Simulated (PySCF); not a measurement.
**Ru2+: what the settings change**

The free ion Ru2+ in its d6 configuration.

Method (PySCF 2.14, density fitting): CASSCF(6,5) with orbitals averaged over all microstates of the shell, strongly contracted NEVPT2 on the averaged canonical orbitals; basis x2c-TZVPall; spin-free X2C; gas phase; spin-orbit coupling by state interaction with the mean-field operator over all roots.

Base run: NEVPT2 ground state 5D, next 3H at 15946, then 3P at 16801 cm⁻¹, B(NEVPT2) 740, ζ 1050 cm⁻¹, μeff(300 K) 6.72 μB.

Task: What happens with no frozen core in NEVPT2?

Result: NEVPT2 ground state 5D, next 3H at 15901, then 3P at 16740 cm⁻¹, B(NEVPT2) 737, ζ 1050 cm⁻¹, μeff(300 K) 6.72 μB.

Task: What happens with the bare-nucleus spin-orbit operator, which lacks the electrons' screening?

Result: NEVPT2 ground state 5D, next 3H at 15946, then 3P at 16801 cm⁻¹, B(NEVPT2) 740, ζ 1480 cm⁻¹, μeff(300 K) 6.70 μB.
